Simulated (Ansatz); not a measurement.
```yaml
crystal:
  periodic: [false, false, false]
  atoms:
    - {symbol: C, position_ang: [-0.156179, -1.328661, 1.587265]}
    - {symbol: O, position_ang: [0.688168, -0.903674, 0.535564]}
    - {symbol: Sn, position_ang: [0.177994, 0.548597, -0.646410]}
    - {symbol: O, position_ang: [1.812224, 1.020630, -1.582510]}
    - {symbol: O, position_ang: [-1.173921, 0.131339, -1.982696]}
    - {symbol: O, position_ang: [-0.600620, 1.954850, 0.443824]}
    - {symbol: H, position_ang: [0.420078, -2.009490, 2.218699]}
    - {symbol: H, position_ang: [-1.031716, -1.870327, 1.210966]}
    - {symbol: H, position_ang: [-0.502071, -0.494635, 2.207428]}
    - {symbol: H, position_ang: [2.591203, 0.663574, -1.146239]}
    - {symbol: H, position_ang: [-0.791467, -0.130657, -2.824793]}
    - {symbol: H, position_ang: [-1.356892, 2.363252, 0.012902]}
basis:
  gaussian: {orbitals: def2-SVP, fitting: {mean_field: cc-pVTZ-jkfit}}
hamiltonian: {xc: {name: B97}}
output: {forces: true}
```

```sh
$ ansatz run in.yaml --threads 4 --pin off --events-out ev --progress --plain --max-ram 11315MiB
```

It prints (some lines left out):

```
Functional definition: B97
Error: <dir> the basis set cc-pVTZ-JKFIT has no functions for Sn
```
